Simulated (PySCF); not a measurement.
An unknown is described by computed data only.

Formula: C2H10OSi2.

| Quantity | Value |
| --- | --- |
| 1H NMR | chemical shifts (computed TMS as zero) by class: 5.14 (3 H), 5.04 (2 H), 1.06 (2 H), 0.94 (3 H) ppm [GIAO PBE0/pcSseg-1] |
| Polarisability | 79.2 au [CAM-B3LYP/def2-SVPD] |
| XPS | Si2p3/2 107.0, Si2p3/2 107.3, C1s 290.0, C1s 290.6, O1s 537.6, Si1s 1846.9, Si1s 1847.2 eV [ΔSCF SCAN, pcX-2 on the ionised atom, pcseg-1 elsewhere, spin-free X2C, 2p3/2 from a spin–orbit splitting computed afterwards within the 2p shell] |
| UV, strongest line | among the 8 lowest singlet transitions: S7 at 8.49 eV (146 nm, f = 0.140) [TDDFT CAM-B3LYP/def2-SVPD] |
| Rotational structure | rotational constants A, B, C: 11.132, 1.135, 1.070 GHz [GFN2-xTB] |
| UV, first state | lowest singlet excitation: 7.16 eV (173 nm, f = 0.002) [TDDFT CAM-B3LYP/def2-SVPD] |
| Dipole | 0.52 D [CAM-B3LYP/def2-SVPD] |
| Triplet | lowest triplet excitation (Tamm–Dancoff): 6.87 eV [TDA CAM-B3LYP/def2-SVPD] |
| 13C NMR | chemical shifts (computed TMS as zero) by class: 11.7 (1 C), 6.4 (1 C) ppm [GIAO PBE0/pcSseg-1] |

Gas-phase values; electronic properties from PySCF, density fitting. Levels stand in brackets. Isolated species at its GFN2-xTB geometry (one conformer only). NMR classes are plain means over equivalent atoms (diastereotopic ones count apart unless rotation or inversion swaps them), as if these changed places fast.

**Question.** Give a SMILES that accounts for the data.

**Answer.** Numbering: `[CH3:1][CH2:2][SiH2:3][O:4][SiH3:5]`. Its formula, C2H10OSi2, gives 0 degrees of unsaturation, so no ring and no π bond. 2 carbons fall into 2 classes; from least to most shielded: sp3 carbon bound to silicon [C2] (11.7 ppm), methyl carbon [C1] (6.4 ppm). Hydrogen classes from least to most shielded: 3 H on an oxygen-bound silicon, Si5 (5.14 ppm), 2 H on an oxygen-bound silicon, Si3 (5.04 ppm), 2 H on an sp3 carbon bound to silicon, C2 (1.06 ppm), 3 H on a methyl carbon, C1 (0.94 ppm, a mean of values up to 0.6 ppm apart in this geometry). The core levels belong to: Si2p3/2 107.0 eV, oxygen-bound silicon [Si3]; Si2p3/2 107.3 eV, oxygen-bound silicon [Si5]; C1s 290.0 eV, sp3 carbon bound to silicon [C2]; C1s 290.6 eV, methyl carbon [C1]; O1s 537.6 eV, siloxane oxygen [O4]; Si1s 1846.9 eV, oxygen-bound silicon [Si3]; Si1s 1847.2 eV, oxygen-bound silicon [Si5]. By its constants the optimised geometry is an asymmetric top. Structure: `CC[SiH2]O[SiH3]`. Computed isomers that give other values at the same levels: `C[SiH2]O[SiH2]C` (rotational constant A: 5.117 GHz; this holds for the one conformer computed); `COC[SiH2][SiH3]` (13C chemical shifts (computed TMS as zero) by class: 65.4 (1 C), 63.1 (1 C) ppm); `COC([SiH3])[SiH3]` (13C chemical shifts (computed TMS as zero) by class: 62.2 (1 C), 60.8 (1 C) ppm). The assignments are read from this structure; whether some other isomer fits the data as well wasn't checked.

Shape of the structure used: `[CH3:1][CH2:2][SiH2:3][O:4][SiH3:5]`: C1–C2–Si3–O4 180°.
